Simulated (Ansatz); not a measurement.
The same group exchange along the group F, Cl, Br.

Computed with Ansatz on PBE0-D4/def2-TZVP structures; ΔE is electronic, products minus reactants. CCSD(T)/CBS is the MP2 limit (def2-TZVPP, def2-QZVPP) plus CCSD(T) − MP2 in def2-TZVPP, frozen cores. Functionals use def2-TZVPP. Elements past krypton have def2 core potentials. For Br, In outer-core shells are correlated without core-valence functions, which leaves a few kJ/mol of doubt a bond. Scalar relativity is left out up to krypton. Each species was taken in one conformer, which may not be the lowest.

```tsv
reaction	CCSD/CBS(def2) (eV)	LDA (SPW92) (eV)	CCSD(T)/CBS(def2) (eV)
`[CH3][In]([F])[F]` + `CC[Si]O` → `CC(C)[Si]O` + `[F][InH][F]`	0.45	0.33	0.45
`[CH3][In]([Cl])[Cl]` + `CC[Si]O` → `CC(C)[Si]O` + `[Cl][InH][Cl]`	0.45	0.33	0.45
`[CH3][In]([Br])[Br]` + `CC[Si]O` → `CC(C)[Si]O` + `[Br][InH][Br]`	0.45	0.32	0.46
```

Largest T1 diagnostic: 0.017, for `[F][InH][F]`.
